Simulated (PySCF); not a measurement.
CH₆ClFOSi₂, SMILES C[SiH2][Si@](O)(F)Cl.

Geometry: B3LYP-D3(BJ)/def2-SVP. The structure was generated by enumeration; whether it is a known compound was not checked. One conformer was computed; it need not be the lowest.

Two levels are set side by side: PBE/def2-TZVP (PySCF) and HF/def2-TZVP (PySCF). Same geometry, gas phase. Differences are taken from unrounded values.

| quantity | HF | PBE | PBE minus HF |
|---|---|---|---|
| orbital gap (eV) | 14.22 | 6.21 | -8.01 |
| highest occupied level (eV) | -11.42 | -7.28 | 4.15 |
| lowest empty level (eV) | 2.80 | -1.06 | -3.86 |
| dipole moment (D) | 1.71 | 1.72 | 0.01 |
| mean polarisability (bohr³) | 71.4 | 81.7 | 10.4 |

PBE's occupied levels lie high since its potential decays too fast outside the molecule; exact exchange lowers them and widens the gap. Loosely held outer electrons make PBE densities more polarisable. Differences between two approximate levels are no errors against the true value.

Rough cost on one machine, each run with all the roots and properties that it gave: HF against PBE about 1/2.
